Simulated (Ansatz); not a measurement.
Cartesian coordinates (Å):
```xyz
9

F      3.3550    -0.3123     0.1809
Si     1.7669    -0.3971     0.3529
Si     0.3440     1.1543    -0.0454
Si    -1.6286    -0.0393    -0.1373
H      1.4977    -1.5010     1.2992
H      0.6957     2.0775    -1.1504
H     -1.9988    -0.4778    -1.5052
H     -2.7622     0.7419     0.4181
H     -1.4163    -1.2319     0.7237
```
Charge +1, spin multiplicity 2.

Method: frozen-core CCSD(T)/cc-pVTZ // ωB97X-D3(BJ)/def2-TZVP (Ansatz, a program for electronic structure). The geometry is that of the parent before the electron was removed.

- HF energy: -968.95264 Ha
- MP2 correlation energy: -0.57243 Ha

Question: Estimate the CCSD correlation energy, the (T) correction, the total energy and the T1 diagnostic.

Answer: 
- CCSD correlation energy: -0.62484 Ha
- (T) correction: -0.02211 Ha
- CCSD(T) total energy: -969.59959 Ha
- T1 diagnostic: 0.017
